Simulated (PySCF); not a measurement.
# How methods differ on the ionisation energy of Se⁺

Se⁺ [Ar] 3d10 4s2 4p3 (4S) → Se²⁺ [Ar] 3d10 4s2 4p2 (3P), as a difference of total energies. Computed with PySCF 2.14 in def2-TZVPPD, with the non-relativistic Hamiltonian (point nucleus). Correlated levels: valence and next inner shell: [Ne] frozen. The calculations carry no spin-orbit coupling.

| method | ionisation energy (eV) |
| --- | --- |
| UHF | 20.836 |
| MP2 (valence and next inner shell) | 21.410 |
| SCS-MP2 (valence and next inner shell) | 21.236 |
| CCSD (valence and next inner shell) | 21.335 |
| CCSD(T) (valence and next inner shell) | 21.368 |

Problem. How much does correlation contribute at CCSD(T) (valence and next inner shell)?

Solution. 21.368 − (20.836) = 0.532 eV, measured against UHF.

A first-order spin-orbit estimate (lowest level to lowest level, LS coupling) adds -0.273 eV.

These non-relativistic numbers lack the scalar-relativistic shift.

Errors of the correlated levels include the incompleteness of this basis and the frozen core.

For comparison: 21.196 ± 0.01 eV (measured; NIST Atomic Spectra Database, ionization energies).
